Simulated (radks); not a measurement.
Isoelectronic series with 7 electrons, all held in the configuration [He] 2s2 2p3, which need not be the ground one along the series. All-electron calculation, scalar-relativistic Kohn-Sham, PBEsol, spin-polarised, spherical densities, point nucleus; open shells are filled with parallel spins first (spin-orbit coupling, left out, can overturn this in heavy ions). Program: a radial shooting solver on a logarithmic mesh with Libxc functionals. Total energies (hartree) and mean radii <r> (bohr) (* marks an orbital that is empty in some or all of the ions):

ion    E (hartree)  2p down*   2p up  2s down
N        -54.35876     1.662   1.433    1.369
F2+      -97.53382    0.9306  0.8810   0.9386
Al6+    -223.20173    0.5236  0.5102   0.5746
P8+     -305.74706    0.4313  0.4224   0.4812
Cl10+   -401.49502    0.3668  0.3606   0.4138
K12+    -510.50486    0.3192  0.3145   0.3629
Sc14+   -632.84511    0.2825  0.2789   0.3230
V16+    -768.59350    0.2534  0.2505   0.2909
Mn18+   -917.83701    0.2297  0.2273   0.2645
Co20+  -1080.67208    0.2100  0.2080   0.2424
Cu22+  -1257.20486    0.1934  0.1917   0.2236
Ga24+  -1447.55160    0.1791  0.1777   0.2074
As26+  -1651.83892    0.1668  0.1656   0.1934
Br28+  -1870.20431    0.1561  0.1550   0.1810
Rb30+  -2102.79660    0.1466  0.1456   0.1700
